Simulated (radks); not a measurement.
The promethium ion Pm10+, 51 electrons, occupied as [Kr] 4d10 4f3 5s2.

Method: Dirac Kohn-Sham, BLYP, spin-unpolarised, spherical densities, finite nucleus; open shells fill j = l - 1/2 first; Fermi nuclear charge, rms radius 4.962 fm; computed with a radial shooting solver on a logarithmic mesh with Libxc functionals.

Energy parts (eV):
total: -272132.35
kinetic: 294300.55
electron-nucleus: -657450.37
Hartree: 97139.46
exchange-correlation: -6121.99

Orbitals (lengths in bohr, moments of r in powers of bohr; r(max) is where P^2 peaks):
orbital,occ.,eigenvalue (eV),r(max)
1s1/2,2,-45145.81,0.01479
2s1/2,2,-7474.240,0.08395
2p1/2,2,-7087.706,0.06369
2p3/2,4,-6527.176,0.06923
3s1/2,2,-1757.424,0.2388
3p1/2,2,-1591.542,0.2257
3p3/2,4,-1478.794,0.2376
3d3/2,4,-1190.160,0.1898
3d5/2,6,-1165.720,0.1931
4s1/2,2,-476.4624,0.5508
4p1/2,2,-413.0322,0.5569
4p3/2,4,-387.8968,0.5818
4d3/2,4,-283.0305,0.5931
4d5/2,6,-278.4511,0.6010
4f5/2,3,-154.9648,0.5982
4f7/2,0,-154.2905,0.6019
5s1/2,2,-178.9389,1.199

The highest occupied level is 4f5/2 at -154.96 eV. Summed over all electrons, <r^2> = 15.73 bohr^2, which gives a Langevin (diamagnetic) susceptibility term of -12.5 x 10^-6 cm^3/mol. For comparison, the ionisation energy in NIST's Atomic Spectra Database is 174 eV (theoretical). In exact Kohn-Sham theory the highest level is minus the ionisation energy, but local and semilocal functionals leave it too shallow, through self-interaction and a potential that decays too fast; potentials with the right tail come closer.

Beside tabulated values, note that spin-unpolarised runs miss the spin-polarisation part of the exchange energy of open shells.
